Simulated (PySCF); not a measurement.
Compound: C8H7F.
Bonds: C1–C2 (double), C2–C3, C3–C4 (aromatic), C4–C5 (aromatic), C5–C6 (aromatic), C6–C7 (aromatic), C7–F8, C7–C9 (aromatic), C3–C9 (aromatic). Hydrogens: H10, H11 on C1; H12 on C2; H13 on C4; H14 on C5; H15 on C6; H16 on C9.

The geometry is computed with GFN2-xTB (gas phase).

Problem. What internal coordinates does the optimisation give?

Solution. 
```
  bond  length (Å)     order
 C1=C2       1.327    double
 C2–C3       1.458    single
 C3–C4       1.397  aromatic
 C4–C5       1.382  aromatic
 C5–C6       1.384  aromatic
 C6–C7       1.383  aromatic
 C7–F8       1.352    single
 C7–C9       1.379  aromatic
 C3–C9       1.395  aromatic
C1–H10       1.076    single
C1–H11       1.076    single
C2–H12       1.083    single
C4–H13       1.080    single
C5–H14       1.080    single
C6–H15       1.078    single
C9–H16       1.078    single
```

Orders are formal, as drawn. A selection of angles:
```
   angle  degrees
C1–C2–C3    126.7
C2–C3–C4    118.9
C2–C3–C9    122.8
C4–C3–C9    118.3
C3–C4–C5    121.3
C4–C5–C6    120.4
C5–C6–C7    118.0
C6–C7–F8    118.8
C6–C7–C9    122.6
F8–C7–C9    118.6
C3–C9–C7    119.4
```

Dihedral angles: C1–C2–C3–C4 180° (antiperiplanar).

The 9 heavy atoms lie in one plane (0.001 Å rms). The 6-membered ring C3–C4–C5–C6–C7–C9 has internal angles of 118.0° to 122.6°; it is planar, 0.00 Å rms from its mean plane, widest ring torsion 0°. Of the pairs four or more bonds apart, H10···H16 is among the closest relative to their van der Waals radii: 2.17 Å, 90 % of the sum of Bondi's values. The 8 C–C bonds span 1.327 Å (C1=C2, drawn double) to 1.458 Å (C2–C3, drawn single), a spread of 0.131 Å.

Point group: Cs (tolerance 0.08 Å). No frequency check. One conformer, not necessarily the lowest.
